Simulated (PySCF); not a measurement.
**Nickel: a sound run and one with changed settings**

Sound run: Ni [Ar] 3d8 4s2, Ni⁺ [Ar] 3d9. All numbers are calculated (PySCF 2.14, the spin-free X2C one-electron Hamiltonian (Gaussian nucleus), in jorge-DZP-DKH (8s6p2d1f, 43 functions)). The sound run starts from symmetry-adapted Hartree-Fock orbitals and uses a fine grid where one is needed.

Changed run: radial step 0.3 in ln r (0.13 in the sound run). This setting is unsound on purpose.

```json
{"species": "Ni", "method": "UHF", "sound run (hartree)": "-1518.99697", "changed run (hartree)": "-1518.99697", "converged": "yes"}
{"species": "Ni", "method": "M06-L", "sound run (hartree)": "-1520.37338", "changed run (hartree)": "-1520.37301", "converged": "yes"}
{"species": "Ni", "method": "TPSS", "sound run (hartree)": "-1520.46972", "changed run (hartree)": "-1520.47579", "converged": "yes"}
{"species": "Ni⁺", "method": "UHF", "sound run (hartree)": "-1518.67849", "changed run (hartree)": "-1518.67849", "converged": "yes"}
{"species": "Ni⁺", "method": "M06-L", "sound run (hartree)": "n/a", "changed run (hartree)": "-1520.07316", "converged": "yes"}
{"species": "Ni⁺", "method": "TPSS", "sound run (hartree)": "n/a", "changed run (hartree)": "-1520.17534", "converged": "no"}
```

Ionisation energy of Ni:

```json
{"method": "UHF", "sound run (eV)": "8.666", "changed run (eV)": "8.666"}
{"method": "M06-L", "sound run (eV)": "n/a", "changed run (eV)": "8.159"}
```

A coarse radial grid mis-integrates the density and the exchange-correlation energy, with errors of either sign; Hartree-Fock needs no grid.

For comparison, NIST gives 7.640 eV between the lowest levels.
